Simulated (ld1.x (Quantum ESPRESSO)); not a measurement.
**Before and after: ultrasoft potential for Cl (Z = 17)**

ld1.x (Quantum ESPRESSO) 7.5 input, shortened:

```
&input
   title='Cl', zed=17., rel=1, dft='PZ', iswitch=3,
   config='[Ne] 3s1 3p6'
 /
 &inputp
   pseudotype=3, tm=.true., lloc=-1, rcloc=1.05,
   nlcc=.false.,
   which_augfun='PSQ', rmatch_augfun_nc=.true.
 /
4
3S  1  0   1.00   0.00  1.10  1.45  0.0
3S  1  0   0.00  -0.55  1.10  1.45  0.0
3P  2  1   6.00   0.00  0.95  1.10  0.0
3P  2  1   0.00   1.25  0.95  1.10  0.0
 &test
   configts(1)='3s1 3p6'
 /
```

Change: augmentation PSQ, radius 1.05 bohr.

Cutoffs: the cutoffs (Ry, on a coarse ladder) from which the occupation-weighted sum of valence levels, in a spherical-Bessel basis at the reference potential, stays within 10 and 1 mRy of its value at 400 Ry; they do not see the model core or the augmentation charge, which bear on the density cutoff. Errors are all-electron minus pseudo energies relative to the spin-unpolarised reference configuration.

Q: How do hardness, ghosts and transferability respond?

A: The potential gets neither clearly harder nor softer (35 Ry and 70 Ry → 35 Ry and 70 Ry); of the 9 tests that both files solve, the error grows in 0 and shrinks in 5 by more than 15 % and 0.3 meV (median size 13.8 → 8.7 meV); neither file shows a bound ghost.

| quantity | base | changed |
| --- | --- | --- |
| cutoff, loose | 35 Ry | 35 Ry |
| cutoff, tight | 70 Ry | 70 Ry |
| bound ghosts | none | none |
| error for 3s2 3p5, meV [ΔE -12.05 eV] | +6.6 | +4.0 |
| error for 3s2 3p4, meV [ΔE 1.92 eV] | +6.7 | +3.2 |
| error for 3s2 3p3, meV [ΔE 27.45 eV] | +14 | +8.7 |
| error for 3s2 3p4.5, meV [ΔE -6.41 eV] | +6.4 | +3.4 |
| error for 3s1 3p5, meV [ΔE 14.52 eV] | +0.5 | +0.4 |
| error for 3s2 3p1, meV [ΔE 118.22 eV] | +140 | +122 |
| error for 3s2 3p2, meV [ΔE 65.85 eV] | +45 | +36 |
| error for 3s1 3p6 (spin-polarised), meV [ΔE -0.27 eV] | +42 | +43 |
| error for 3s2 3p5 (spin-polarised), meV [ΔE -12.23 eV] | +29 | +25 |
| s: phases at 1.60 bohr within 0.05 rad from the reference energy up to (Ry; the scan ends near 5) | to the end of the scan | to the end of the scan |
| p: phases at 1.60 bohr within 0.05 rad from the reference energy up to (Ry; the scan ends near 5) | 2.5 | 2.5 |
| lowest overlap eigenvalue by channel | s 0.38, p 0.75 | s 0.38, p 0.75 |
